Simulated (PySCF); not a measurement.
A PySCF script (with the pyscf-properties extension) for the NMR shieldings of cyclopentanecarbaldehyde (SMILES O=CC1CCCC1), on a GFN2-xTB geometry:

```python
import basis_set_exchange as bse
import numpy as np
from pyscf import gto, dft
from pyscf.prop import nmr

atoms = """
O     2.511059   -1.246110    0.552386
C     2.112197   -0.156723    0.254035
C     0.842826    0.153455   -0.490418
C    -0.069603   -1.072244   -0.664767
C    -1.261837   -0.813306    0.255751
C    -1.424234    0.702414    0.199175
C     0.014396    1.209200    0.278310
H     2.684603    0.754291    0.526885
H     1.151718    0.553210   -1.461472
H     0.464728   -1.984643   -0.402473
H    -0.403092   -1.153479   -1.699325
H    -1.021600   -1.120273    1.274611
H    -2.156826   -1.344395   -0.063275
H    -2.044919    1.092782    1.004090
H    -1.870645    0.990308   -0.753919
H     0.334898    1.240257    1.321679
H     0.129332    2.207285   -0.141182
"""
names = dict.fromkeys(["O", "C", "H"], "pcSseg-1")
basis = {el: gto.basis.parse(bse.get_basis(n, elements=[el], fmt="nwchem")) for el, n in names.items()}
mol = gto.M(atom=atoms, basis=basis, charge=0, verbose=0)
mf = dft.RKS(mol, xc="PBE0")
mf.grids.level = 2
mf.grids.alignment = dft.numint.BLKSIZE   # the property module wants whole blocks of grid points
mf.conv_tol = 1e-9
mf.kernel()

calc = nmr.RKS(mf)   # GIAO
C = mf.mo_coeff
Co = C[:, mf.mo_occ > 0]
resp = mf.gen_response(singlet=True, hermi=2)
def vind(x):   # induced exchange potential for any number of trial vectors
    d = np.einsum("pi,xij,qj->xpq", C, 2 * x.reshape(-1, C.shape[1], Co.shape[1]), Co, optimize=True)
    return np.einsum("xpq,pi,qj->xij", resp(d - d.transpose(0, 2, 1)), C, Co, optimize=True).ravel()
mo1, _ = nmr.rhf.solve_mo1(calc, with_cphf=vind)
sigma = calc.kernel(mo1)
for i, s in enumerate(sigma):   # ppm
    print("%2d %-2s %9.2f" % (i, mol.atom_pure_symbol(i), np.trace(s) / 3))
```

Task: What does it print?

Result: 
```
 0 O    -322.88
 1 C     -18.46
 2 C     132.91
 3 C     162.25
 4 C     156.81
 5 C     155.85
 6 C     157.07
 7 H      21.81
 8 H      29.07
 9 H      28.84
10 H      30.45
11 H      30.58
12 H      30.00
13 H      29.83
14 H      30.28
15 H      30.41
16 H      29.56
```

These numbers come from an equivalent density-fitted implementation of the same equations, which agrees with the script to about 0.01 ppm for H and up to a few tenths of a ppm for heavy atoms, so last digits may differ.

Task: Turn these shieldings into chemical shifts. Scale: H2O for 17O (σref 336.08); TMS for 13C (σref 186.93) and 1H (σref 31.72) (reference shieldings calculated alike).

Result: Averaging equivalent atoms: O 0: 659.0; C 1: 205.4; C 2: 54.0; C 4/5: 30.6; C 3/6: 27.3; H 7: 9.91; H 8: 2.64; H 9/15: 2.09; H 10/16: 1.71; H 12/14: 1.58; H 11/13: 1.51 ppm. Unscaled 17O shifts of doubly bonded oxygen tend to come out too high, by tens of ppm or more. Experimental scales use liquid or dissolved standards, which lie at an offset from isolated H2O (liquid H2O: subtract about 36 ppm).

Size and cost of the density-fitted run: 169 basis functions, 23 s wall time on 1 thread of an x86-64 server CPU, shared host.
